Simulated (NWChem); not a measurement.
Species: HfCl3 cation; SMILES [Cl][Hf+]([Cl])[Cl]

```xyz
4

Hf     0.0000     0.0000     0.3409
Cl    -1.7467    -1.1838    -0.4813
Cl    -0.1519     2.1046    -0.4813
Cl     1.8985    -0.9208    -0.4813
```
Atoms are numbered in this order, from 1.

Program: NWChem. All runs use the structure optimised with PBE0/def2-SVP. The spin multiplicity was typed, not searched, and may not be the lowest. def2 effective core potentials on Hf; no spin-orbit coupling.

Taking TPSS/def2-TZVPP as the yardstick, which of these has the fewest basis functions while keeping “highest occupied level (eV)” within 0.1 eV of it: TPSS/def2-TZVP; TPSS/def2-SVPD; TPSS/def2-SVP?

TPSS/def2-TZVP.
| level | basis functions | highest occupied level (eV) |
|---|---|---|
| TPSS/def2-SVP | 86 | -13.45 |
| TPSS/def2-SVPD | 116 | -13.41 |
| TPSS/def2-TZVP | 151 | -13.28 |
| TPSS/def2-TZVPP | 182 | -13.28 |

The yardstick is one finite set, not the basis-set limit.
